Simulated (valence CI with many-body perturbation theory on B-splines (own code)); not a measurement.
## Level structure of Br¹⁹⁺

Computed by valence CI with perturbative core correlation (CI+MBPT): six valence electrons over a frozen Dirac-Fock core [Ne], a basis of 9 s, 9 p, 8 d, 6 f, 3 g, 1 h functions for each j, with the one-electron correlation potential Σ1 (screened to all orders), the two-electron term Σ2, the three-electron term Σ3, Breit, model QED; selected single and double excitations, second order for the rest, scaled by the run's own slope (own B-spline code, finite nucleus).

No measured levels were compared; by estimate levels of excited configurations hold to 0.05 to 0.15 % of their energy, terms of the ground configuration to about 0.5 %. Among the levels kept, up to 1500 cm⁻¹ of a level comes from second order outside the variational space, and about a tenth of that is noise between levels of different J, which matters for small intervals.

Levels 1 to 39 of 39, with energies above the lowest level, 3s2 3p4 3P_2. "Leading %" is the weight of the configuration and term that name the level; weights of strongly mixed levels are sums over their largest components and can fall short. In the jj column 3d3/2^4 stands for four electrons in 3d with j = 3/2. Lifetimes count E1, E2, E3, M1 and M2 decay at the calculated energies, and are blank where another channel may lead or the interval is too uncertain; long ones can be off by a factor of two.

| No. | Configuration | Term | J | E (cm⁻¹) | Leading % | Leading jj | Lifetime |
| --- | --- | --- | --- | --- | --- | --- | --- |
| 1 | 3s2 3p4 | 3P | 2 | 0 | 83 | 3s^2 3p1/2^2 3p3/2^2 (93 %) |  |
| 2 | 3s2 3p4 | 3P | 0 | 43993 | 67 | 3s^2 3p1/2^2 3p3/2^2 (85 %) | 1.54 s |
| 3 | 3s2 3p4 | 3P | 1 | 67643 | 97 | 3s^2 3p1/2 3p3/2^3 (97 %) | 164 μs |
| 4 | 3s2 3p4 | 1D | 2 | 102960 | 82 | 3s^2 3p1/2 3p3/2^3 (92 %) | 174 μs |
| 5 | 3s2 3p4 | 1S | 0 | 202170 | 66 | 3s^2 3p3/2^4 (84 %) | 24.2 μs |
| 6 | 3s 3p5 | 3P° | 2 | 518870 | 80 | 3s 3p1/2^2 3p3/2^3 (80 %) | 127 ps |
| 7 | 3s 3p5 | 3P° | 1 | 555270 | 69 | 3s 3p1/2^2 3p3/2^3 (48 %) | 99.5 ps |
| 8 | 3s 3p5 | 3P° | 0 | 591570 | 76 | 3s 3p1/2 3p3/2^4 (76 %) | 120 ps |
| 9 | 3s 3p5 | 1P° | 1 | 664250 | 43 | 3s 3p1/2 3p3/2^4 (41 %) | 61.5 ps |
| 10 | 3s2 3p3 3d | 5D° | 2 | 667210 | 64 | 3s^2 3p1/2^2 3p3/2 3d3/2 (66 %) | 1.23 ns |
| 11 | 3s2 3p3 3d | 5D° | 3 | 668270 | 68 | 3s^2 3p1/2^2 3p3/2 3d3/2 (40 %) | 2.92 ns |
| 12 | 3s2 3p3 3d | 5D° | 0 | 669780 | 83 | 3s^2 3p1/2^2 3p3/2 3d3/2 (54 %) | 633 ps |
| 13 | 3s2 3p3 3d | 5D° | 1 | 672930 | 84 | 3s^2 3p1/2 3p3/2^2 3d3/2 (48 %) | 249 ps |
| 14 | 3s2 3p3 3d | 5D° | 4 | 678830 | 81 | 3s^2 3p1/2^2 3p3/2 3d5/2 (57 %) | 3.75 ms |
| 15 | 3s2 3p3 3d | 3D° | 2 | 698870 | 32 | 3s^2 3p1/2^2 3p3/2 3d5/2 (54 %) | 639 ps |
| 16 | 3s2 3p3 3d | 3D° | 3 | 729300 | 46 | 3s^2 3p1/2 3p3/2^2 3d5/2 (69 %) | 5.59 ns |
| 17 | 3s2 3p3 3d | 3D° | 1 | 733830 | 92 | 3s^2 3p1/2 3p3/2^2 3d3/2 (41 %) | 1.33 ns |
| 18 | 3s2 3p3 3d | 3F° | 2 | 737210 | 52 | 3s^2 3p1/2 3p3/2^2 3d3/2 (79 %) | 1.14 ns |
| 19 | 3s2 3p3 3d | 1S° | 0 | 741980 | 81 | 3s^2 3p1/2 3p3/2^2 3d3/2 (42 %) | 19.5 ns |
| 20 | 3s2 3p3 3d | 3F° | 3 | 747310 | 57 | 3s^2 3p1/2 3p3/2^2 3d3/2 (70 %) | 3.16 ns |
| 21 | 3s2 3p3 3d | 3F° | 4 | 762950 | 52 | 3s^2 3p1/2 3p3/2^2 3d5/2 (59 %) |  |
| 22 | 3s2 3p3 3d | 3G° | 3 | 765700 | 60 | 3s^2 3p1/2 3p3/2^2 3d3/2 (26 %) | 367 ps |
| 23 | 3s2 3p3 3d | 3F° | 4 | 782200 | 61 | 3s^2 3p1/2 3p3/2^2 3d5/2 (69 %) |  |
| 24 | 3s2 3p3 3d | 1G° | 4 | 795300 | 71 | 3s^2 3p1/2 3p3/2^2 3d3/2 (72 %) |  |
| 25 | 3s2 3p3 3d | 3G° | 5 | 797860 | 98 | 3s^2 3p1/2 3p3/2^2 3d5/2 (98 %) |  |
| 26 | 3s2 3p3 3d | 3D° | 1 | 807610 | 89 | 3s^2 3p1/2^2 3p3/2 3d5/2 (33 %) | 92.2 ps |
| 27 | 3s2 3p3 3d | 1D° | 2 | 814640 | 51 | 3s^2 3p1/2 3p3/2^2 3d3/2 (65 %) | 175 ps |
| 28 | 3s2 3p3 3d | 3P° | 0 | 834400 | 77 | 3s^2 3p1/2 3p3/2^2 3d5/2 (38 %) | 402 ps |
| 29 | 3s2 3p3 3d | 3P° | 1 | 835220 | 70 | 3s^2 3p1/2 3p3/2^2 3d5/2 (28 %) | 39.9 ps |
| 30 | 3s2 3p3 3d | 3D° | 2 | 849220 | 72 | 3s^2 3p1/2 3p3/2^2 3d5/2 (76 %) | 447 ps |
| 31 | 3s2 3p3 3d | 3F° | 3 | 856910 | 72 | 3s^2 3p1/2 3p3/2^2 3d5/2 (51 %) | 144 ps |
| 32 | 3s2 3p3 3d | 3F° | 2 | 859710 | 63 | 3s^2 3p1/2 3p3/2^2 3d5/2 (36 %) | 42.2 ps |
| 33 | 3s2 3p3 3d | 3D° | 3 | 875960 | 61 | 3s^2 3p1/2 3p3/2^2 3d5/2 (68 %) | 115 ps |
| 34 | 3s2 3p3 3d | 3P° | 2 | 884180 | 53 | 3s^2 3p3/2^3 3d5/2 (41 %) | 9.58 ps |
| 35 | 3s2 3p3 3d | 3F° | 4 | 886250 | 63 | 3s^2 3p3/2^3 3d5/2 (82 %) | 43.8 μs |
| 36 | 3s2 3p3 3d | 3P° | 1 | 904260 | 43 | 3s^2 3p1/2 3p3/2^2 3d3/2 (75 %) | 4.87 ps |
| 37 | 3s2 3p3 3d | 3P° | 2 | 913010 | 75 | 3s^2 3p3/2^3 3d5/2 (37 %) | 9.82 ps |
| 38 | 3s2 3p3 3d | 3S° | 1 | 917720 | 59 | 3s^2 3p1/2 3p3/2^2 3d5/2 (62 %) | 5.87 ps |
| 39 | 3s2 3p3 3d | 3D° | 3 | 923040 | 73 | 3s^2 3p1/2^2 3p3/2 3d5/2 (40 %) | 5.19 ps |

Names give the largest LS component (configuration and term), which can be under half, so a name can repeat, a term be missing and a line seem to break the LS rules; names also repeat where a configuration has a term twice.

The ionisation energy to 3s2 3p3 4S°_3/2 of the next ion comes out as 810.94 eV (NIST: 809.8 ± 1.2 eV (semi-empirical)). All 39 levels together are meant to be complete up to 940220 cm⁻¹.
